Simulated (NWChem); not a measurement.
Species: CH₅Sb; SMILES [SbH2][CH3]

```xyz
7

Sb     0.0253     0.3279    -0.0002
H     -1.1799     0.4501    -1.2179
H     -1.1640     0.4501     1.2330
C      0.0130    -1.8491    -0.0001
H     -1.0115    -2.2416     0.0064
H      0.5500    -2.2064     0.8896
H      0.5387    -2.2064    -0.8965
```
Atoms are numbered in this order, from 1.

Level: PBE0/def2-SVP with def2 effective core potentials on Sb (NWChem), optimised geometry, unscaled harmonic frequencies. def2 effective core potentials on Sb; no spin-orbit coupling.

```json
[
 {"frequency (cm⁻¹)": "147", "IR intensity (km/mol)": "0.1"},
 {"frequency (cm⁻¹)": "510", "IR intensity (km/mol)": "24.2"},
 {"frequency (cm⁻¹)": "555", "IR intensity (km/mol)": "0.9"},
 {"frequency (cm⁻¹)": "580", "IR intensity (km/mol)": "6.2"},
 {"frequency (cm⁻¹)": "833", "IR intensity (km/mol)": "37.3"},
 {"frequency (cm⁻¹)": "842", "IR intensity (km/mol)": "46.2"},
 {"frequency (cm⁻¹)": "852", "IR intensity (km/mol)": "20.6"},
 {"frequency (cm⁻¹)": "1222", "IR intensity (km/mol)": "1.2"},
 {"frequency (cm⁻¹)": "1436", "IR intensity (km/mol)": "4.8"},
 {"frequency (cm⁻¹)": "1438", "IR intensity (km/mol)": "7.5"},
 {"frequency (cm⁻¹)": "1948", "IR intensity (km/mol)": "180.9"},
 {"frequency (cm⁻¹)": "1956", "IR intensity (km/mol)": "207.0"},
 {"frequency (cm⁻¹)": "3078", "IR intensity (km/mol)": "9.0"},
 {"frequency (cm⁻¹)": "3193", "IR intensity (km/mol)": "1.9"},
 {"frequency (cm⁻¹)": "3210", "IR intensity (km/mol)": "0.8"}
]
```

```json
{
 "zero_point_energy": "31.2 kcal/mol",
 "thermal correction to the enthalpy at 298.15 K (with zero-point energy)": "34.4 kcal/mol",
 "heat capacity Cv": "13.4 cal/(mol K)",
 "entropy at 298.15 K and 1 atm (symmetry number 1)": "67.9 cal/(mol K)"
}
```

Rigid rotor and harmonic oscillator.
